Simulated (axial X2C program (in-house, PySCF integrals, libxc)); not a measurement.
**Outer orbitals of NiP at 2.100 Å, PBE0**

All values were computed with an in-house all-electron X2C program for linear molecules (integrals from PySCF). Spin-free means the one-electron spin-free X2C Hamiltonian; two-component (2c) means X2C with spin–orbit coupling and atomic mean-field two-electron Coulomb and Gaunt terms, so the difference of the two also holds small scalar two-electron terms. Basis: Ni dyall-cv3z [9s9p6d3f2g], P dyall-v3z [8s7p2d1f] (cores contracted in-house); Gaussian nuclei, density fitting, unrestricted open shells. Masses: Ni 57.935 u, P 30.974 u.

The distance is close to the 2c PBE0 minimum; the highest filled and lowest empty levels are listed.

Spin-free orbitals, state M_S = 3/2, Λ = 2 (beyond evenly filled blocks: π+α, π-α, δ+α, δ+β, δ-α) (Löwdin shares):

```csv
symmetry,occupied,ε (eV),atomic character
σα,yes,-16.16,"73% P s, 11% Ni p, 9% Ni s"
σβ,yes,-14.17,"69% P s, 11% Ni p, 10% Ni s"
δ+α,yes,-9.80,100% Ni d
δ-α,yes,-9.80,100% Ni d
π-α,yes,-9.26,"88% Ni d, 10% P p"
π+α,yes,-9.26,"88% Ni d, 10% P p"
σα,yes,-8.96,"75% Ni d, 18% P p, 4% P s"
δ+β,yes,-8.19,100% Ni d
σβ,yes,-7.93,"64% Ni d, 26% P p, 7% P s"
π+β,yes,-7.90,"93% Ni d, 5% P p"
π-β,yes,-7.65,"92% Ni d, 6% P p"
σα,yes,-6.90,"48% P p, 33% Ni s, 15% Ni d"
π+α,yes,-6.44,"78% P p, 13% Ni d, 9% Ni p"
π-α,yes,-6.44,"78% P p, 13% Ni d, 9% Ni p"
σβ,yes,-6.29,"39% P p, 36% Ni s, 22% Ni d"
π+β,no,-2.63,"70% P p, 23% Ni p, 8% Ni d"
π-β,no,-2.60,"69% P p, 22% Ni p, 9% Ni d"
σα,no,-2.37,"40% Ni s, 37% Ni p, 17% P p"
δ-β,no,-2.26,100% Ni d
```

Spinors with spin–orbit coupling (state Ω = 7/2):

```tsv
ω	occupied	ε (eV)	atomic character	λ mixture
1/2	yes	-16.16	73% P s, 11% Ni p, 9% Ni s	100% σ
-1/2	yes	-14.17	69% P s, 11% Ni p, 10% Ni s	100% σ
-3/2	yes	-9.89	100% Ni d	100% δ
5/2	yes	-9.71	100% Ni d	100% δ
-1/2	yes	-9.31	89% Ni d, 10% P p	100% π
3/2	yes	-9.23	88% Ni d, 10% P p	99% π, 1% δ
1/2	yes	-8.97	76% Ni d, 18% P p, 4% P s	99% σ, 1% π
3/2	yes	-8.27	100% Ni d	99% δ, 1% π
1/2	yes	-7.94	92% Ni d, 6% P p	99% π, 1% σ
-1/2	yes	-7.93	64% Ni d, 26% P p, 7% P s	100% σ
-3/2	yes	-7.61	92% Ni d, 6% P p	100% π
1/2	yes	-6.89	48% P p, 33% Ni s, 16% Ni d	100% σ
-1/2	yes	-6.46	78% P p, 13% Ni d, 9% Ni p	100% π
3/2	yes	-6.42	77% P p, 14% Ni d, 9% Ni p	100% π
-1/2	yes	-6.29	39% P p, 36% Ni s, 22% Ni d	100% σ
1/2	no	-2.65	70% P p, 23% Ni p, 8% Ni d	100% π
-3/2	no	-2.58	69% P p, 22% Ni p, 9% Ni d	100% π
1/2	no	-2.37	40% Ni s, 37% Ni p, 17% P p	100% σ
-5/2	no	-2.19	100% Ni d	100% δ
```

Mulliken charges and populations of the two-component result (they depend on the basis, above all on diffuse functions):

Ni 0.27 e (s 6.89 p 12.15 d 8.69), P -0.27 e (s 5.94 p 9.27 d 0.05 f 0.01). ⟨Lz⟩ = 2.00 ħ and ⟨Sz⟩ = 1.50 ħ (0.59 and 0.91 on the two atoms), which add up to Ω.

The state is one determinant whose occupation by symmetry is held fixed; it was picked as the lowest of a PBE0 search that is not exhaustive. Density functionals use the spin component along the axis (collinear). PBE0 can misorder states that lie within some tenths of an eV, so this need not be the ground state of the molecule. The nearest other spin-free determinant of the search, M_S = 3/2, Λ = 0, lies 0.06 eV up at the distance of the search. Without a current term, density functionals place determinants with orbital angular momentum somewhat too high. With several unpaired electrons one determinant need not be a pure state. A state of lower Ω lies just above, and one determinant can place such states too high, so the state shown need not be the lowest. The search has Ω = 3/2 only 0.11 eV up.
